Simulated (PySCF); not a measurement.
Molecule: `N#CC1CCOCC1`, C6H9NO.

Cartesian coordinates in Å; atom numbers follow the order of the lines, from 1:
```xyz
17

N    -1.1194   -1.7439    2.0397
C    -0.9073   -1.3694    0.9805
C    -0.6381   -0.8929   -0.3572
C     0.8758   -0.8940   -0.6247
C     1.5505    0.1727    0.2414
O     1.0096    1.4528    0.0121
C    -0.3615    1.5021    0.3305
C    -1.1800    0.5356   -0.5288
H    -1.1436   -1.5715   -1.0558
H     1.3063   -1.8721   -0.4044
H     1.0467   -0.6635   -1.6782
H     1.4428   -0.0968    1.3044
H     2.6126    0.2495    0.0002
H    -0.6721    2.5335    0.1527
H    -0.5096    1.2617    1.3957
H    -1.0889    0.8216   -1.5786
H    -2.2308    0.5864   -0.2395
```

Frames of a GFN2-xTB Langevin trajectory at 600 K; GIAO PBE0/pcSseg-1 shieldings in PySCF 2.14.0 with density-fitted response routines, gas phase, non-relativistic; equivalent atoms averaged within each frame.

Referencing at the same level of theory: NH3 for ¹⁵N (267.73 ppm); ¹³C (186.93 ppm) and ¹H (31.72 ppm) against TMS; ¹⁷O (336.08 ppm) against H2O. The references are static minima.

**Question.** How do the shifts (ppm) fluctuate along the trajectory?

**Answer.** 
```
         time (fs)     N1     C2  C5/C7  C4/C8    C3    O6  H12/H15  H13/H14  H11/H16  H10/H17
optimised geometry  303.5  126.1   67.6   32.6  24.9  49.4     4.04     4.03     1.79     1.49
               250  312.5  125.8   67.8   32.5  24.5  41.7     4.71     4.54     2.52     1.63
               425  309.7  127.0   72.6   37.8  20.2  84.8     3.01     4.56     2.42     2.34
               625  330.8  134.7   64.8   36.5  26.6  44.0     3.57     3.36     2.08     1.05
               800  307.8  123.5   76.5   45.2  45.9  74.4     5.19     5.42     2.18     4.60
              1000  336.0  131.4   73.8   36.5  37.2  61.8     4.09     5.00     2.41     0.89
    mean of frames  319.4  128.5   71.1   37.7  30.9  61.4     4.11     4.57     2.32     2.10
standard deviation   13.0    4.5    4.7    4.7  10.5  18.8     0.87     0.77     0.18     1.51
```

5 frames give an uncertainty of the mean of about the standard deviation over 2.2 at best, since frames this close in time may not be independent; classical motion lacks zero-point vibration, and the reference would need the same averaging.
